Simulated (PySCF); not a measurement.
Molecule: CH₂BrF, SMILES BrCF. Atoms near the plane z = 0.0 Å, at the PBE0/def2-SVP optimised geometry (x, y, z in Å): F1 (1.0, -0.7, 0.0), C2 (-0.3, -0.7, 0.0), Br3 (-1.0, 1.1, 0.0), H4 (-0.7, -1.1, -0.9), H5 (-0.7, -1.1, 0.9).

Level of theory: PBE0/def2-TZVP (PySCF). Cells within 0.4 Å of a nucleus heavier than hydrogen are left out (blank, or x). The values are rescaled to run from 0 to 1.

```
|11111112221111111000111111111|
|11111222222211100000001111111|
|11112223333221100000000111111|
|11112234555432100000000011111|
|11112346899853110000000001111|
|11122479999997310000000000111|
|11123599999999621000000000011|
|11113799999999941000000000011|
|1111399999x999972100000000001|
|101139999xxx99993100000000001|
|100139999xxx99994100000000001|
|1001279999x999995210000000000|
|11012599999999996320000000000|
|11112489999999999764100000000|
|11112359999999999999820000000|
|11112347999999999999982000000|
|112223469999xxx99xxx993000000|
|222223469999xxx99xxx993100000|
|222233469999xx9999x9992000001|
|22223345799999999999941000001|
|22233345689999999996310000011|
|22233344567999996431100000111|
|22233334455667654321000001111|
|22223333444455443221111111111|
|22223333344444333221111111111|
|22222333333333332221111111111|
|22222233333333322222111111111|
|22222223333333222222111111111|
|22222222222222222222111111111|
```
Scale: ten equal steps from 0.000 (start of '0') to 1.00 (end of '9'), in the order '0123456789'; x runs from -3.50 to 3.50, y from -3.50 (bottom) to 3.50 (top).

### Question
Which quantity is mapped?
A. Laplacian of the electron density
B. electrostatic potential
C. electron localisation function
D. an orbital amplitude

### Answer
B, electrostatic potential. In full: electrostatic potential (hartree/e), clipped to [-0.08, 0.12].
